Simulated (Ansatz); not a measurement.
# Two structures, one formula

The two ends of one reaction step of ZnNH5O2, closed shell (PBE0-D4/def2-TZVP).

A:

```
9
angstrom
Zn 0.2075 0.3905 -0.6164
O 1.8575 0.7047 0.0733
O -1.2385 0.3530 -1.7029
H 0.3193 -0.7556 1.7300
N -0.4718 -0.7332 1.0960
H 2.4554 1.2147 -0.4731
H -1.1343 0.8091 -2.5384
H -0.7375 -1.6829 0.8657
H -1.2576 -0.3004 1.5659
```

B:

Zn1  (-0.734, -0.022, -0.487)
O2  (1.569, 0.297, -0.098)
O3  (-1.265, 0.634, -2.059)
H4  (1.218, -0.073, 0.745)
N5  (-0.520, -0.758, 1.212)
H6  (2.040, 1.108, 0.104)
H7  (-0.535, 0.939, -2.600)
H8  (-0.652, -1.762, 1.258)
H9  (-1.122, -0.363, 1.924)
(Å)

Ansatz 0.2.0; basis: def2-TZVPP; cores frozen in the correlated methods. The 3s and 3p shells of Cu and Zn are frozen; filled d shells are correlated. B3LYP uses VWN-RPA correlation.

(1) Which structure is lower at CCSD(T), and by how much? (To be estimated.)

T1 diagnostic: at most 0.016.

## Answers

(1) By the calculation: A, by 13.34 kcal/mol (electronic energy, against the other). By their contacts, A is ZnNH₅O₂ ([NH3][Zn]([OH])[OH]) and B is a complex of ZnNH₃O ([NH2][Zn][OH]) + H₂O.

All methods give the same order:

| method | E(B) − E(A) (kcal/mol) |
| --- | --- |
| SPW92 | 10.28 |
| PBE-D4 | 11.41 |
| BLYP-D4 | 12.43 |
| r2SCAN-D4 | 13.40 |
| B97M-V | 13.69 |
| PBE0-D4 | 12.44 |
| B3LYP-D4 | 13.20 |
| r2SCAN0-D4 | 13.71 |
| BHLYP-D4 | 14.50 |
| CAM-B3LYP-D4 | 13.60 |
| wB97X-V | 13.73 |
| wB97M-V | 12.82 |
| B2PLYP | 13.53 |
| PBE-QIDH | 13.33 |
| RPA on PBE | 13.19 |
| HF | 16.75 |
| MP2 | 13.10 |
| CCSD | 13.93 |
| CCSD(T) | 13.34 |

Labels in which every atom is bracketed show which atoms are joined, not bond orders.

For scale, one of the runs: CCSD(T)/def2-TZVPP, 227 basis functions, launched by `ansatz run in.yaml --threads 8 --pin off --events-out ev --progress --plain --max-ram 19148MiB`. Time: 86 s of wall clock on 8 CPU threads of an Arm Neoverse V1; the host was shared. Peak host memory: 4 GiB.
